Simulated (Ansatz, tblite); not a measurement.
Removing and adding an electron: `CCCCCC[Si](OC)(OC)OC`. Total charge 0; singlet. Geometry: PBE-D4/def2-SVP. Ansatz, gas phase; energy differences of separate SCF runs; the oxidised species was run as a doublet alone; the reduced species was run as a doublet alone.

```xyz
35

C     1.4826   -2.1913   -3.6384
C     0.9625   -0.8783   -3.0512
C    -0.5635   -0.8450   -2.9059
C    -1.1323    0.4891   -2.4004
C    -0.5953    0.9615   -1.0404
C    -0.8463   -0.0162    0.1212
Si   -0.1456    0.5829    1.7467
O    -0.7163    2.0734    2.2357
C    -1.9234    2.3109    2.9325
O    -0.4980   -0.4466    3.0259
C    -0.2132   -1.8302    3.0450
O     1.4959    0.7525    1.4941
C     2.3764    1.3867    2.4065
H     2.5879   -2.1935   -3.7298
H     1.0630   -2.3775   -4.6497
H     1.1994   -3.0569   -3.0028
H     1.4382   -0.7042   -2.0610
H     1.2863   -0.0260   -3.6905
H    -1.0265   -1.0798   -3.8902
H    -0.8816   -1.6717   -2.2307
H    -0.9227    1.2799   -3.1550
H    -2.2411    0.4087   -2.3459
H     0.4956    1.1596   -1.1116
H    -1.0534    1.9428   -0.7916
H    -1.9357   -0.2058    0.2512
H    -0.3916   -1.0087   -0.0939
H    -2.8022    2.3091    2.2466
H    -1.8705    3.3119    3.4097
H    -2.1026    1.5523    3.7259
H    -0.4530   -2.2317    4.0517
H     0.8609   -2.0434    2.8389
H    -0.8210   -2.3973    2.3017
H     1.9984    2.3866    2.7142
H     3.3624    1.5178    1.9145
H     2.5266    0.7780    3.3272
```

The xTB rows come from tblite. HOMO above LUMO, or a gap near zero within one spin, warns that the state may not be the lowest or that an electron is smeared out.

(1) Estimate orbital energies and vertical ionisation energies and electron affinities at: GFN1-xTB; GFN2-xTB; PBE-D4/def2-SVP; PBE0-D4/def2-SVP.

## Answers

(1) 
```json
{"level": "GFN1-xTB", "−HOMO (eV)": "11.48", "vertical IE (eV)": "13.79", "−LUMO (eV)": "3.89", "vertical EA (eV)": "1.89", "HOMO–LUMO gap (eV)": "7.59", "IE − EA (eV)": "11.89", "remarks": "–"}
{"level": "GFN2-xTB", "−HOMO (eV)": "10.67", "vertical IE (eV)": "12.85", "−LUMO (eV)": "3.21", "vertical EA (eV)": "0.34", "HOMO–LUMO gap (eV)": "7.46", "IE − EA (eV)": "12.50", "remarks": "–"}
{"level": "PBE-D4/def2-SVP", "−HOMO (eV)": "6.18", "vertical IE (eV)": "8.53", "−LUMO (eV)": "-0.51", "vertical EA (eV)": "-2.13", "HOMO–LUMO gap (eV)": "6.69", "IE − EA (eV)": "10.66", "remarks": "HOMO above zero (-1 doublet), gap within one spin near zero (+1 doublet)"}
{"level": "PBE0-D4/def2-SVP", "−HOMO (eV)": "7.71", "vertical IE (eV)": "9.33", "−LUMO (eV)": "-1.39", "vertical EA (eV)": "-2.54", "HOMO–LUMO gap (eV)": "9.10", "IE − EA (eV)": "11.87", "remarks": "HOMO above zero (-1 doublet)"}
```

Relaxing the reduced species (PBE-D4/def2-SVP) changes its energy by -0.72 eV at PBE-D4/def2-SVP, so the adiabatic electron affinity to this nearest minimum is -1.41 eV. At PBE0-D4/def2-SVP it is -1.62 eV. The highest occupied level of the relaxed charge -1 doublet lies above zero (up to 2.06 eV). By energy differences, losing it releases 1.41 eV (each at its own geometry, to the charge 0 singlet, at PBE-D4/def2-SVP).     A HOMO above zero means that the electron is unbound at that level or that self-interaction error raises the level; the energy of removing that electron tells which. Raw xTB energy differences between charge states are shifted by several eV; the methods need an empirical correction for them. Sets without diffuse functions give affinities that are too small. A negative affinity means that the extra electron isn't bound; its size then hangs on the basis.
